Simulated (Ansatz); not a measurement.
Molecule: tetramethylgermane, C4H12Ge (charge 0, singlet). 
Structure (B3LYP-D3(BJ)/def2-TZVP (Ansatz, a first-principles code) minimum search):
```xyz
17

C     -0.2734    -1.2347    -1.5109
Ge     0.0000     0.0000     0.0000
C     -0.0498     1.8583    -0.6531
C     -1.4269    -0.2663     1.3323
C      1.7501    -0.3572     0.8317
H     -1.2386    -1.0522    -1.9851
H     -0.2491    -2.2702    -1.1688
H      0.5080    -1.1021    -2.2603
H      0.1000     2.5579     0.1702
H     -1.0125     2.0755    -1.1176
H      0.7341     2.0255    -1.3929
H     -2.4051    -0.0729     0.8900
H     -1.4155    -1.2909     1.7063
H     -1.2926     0.4095     2.1779
H      1.7971    -1.3828     1.2000
H      2.5542    -0.2148     0.1085
H      1.9200     0.3176     1.6716
```
Charge 0, spin multiplicity 1.

Basis-set convergence of Hartree-Fock and MP2 correlation energies (hartree) with Ansatz. Valence correlation only, unless marked. No spin-orbit coupling. The frozen core is the preceding noble-gas configuration, with the filled d and f shells of earlier blocks. No relativistic terms.

| basis | functions | E(HF) | E(corr, MP2) |
|---|---|---|---|
| aug-cc-pVDZ | 236 | -2233.83099 | -0.71992 |
| aug-cc-pVTZ | 519 | … | … |

**Question.** Fill in the missing entries.

**Answer.** 
- aug-cc-pVTZ, E(HF): -2233.94930
- aug-cc-pVTZ, E(corr, MP2): -0.85885
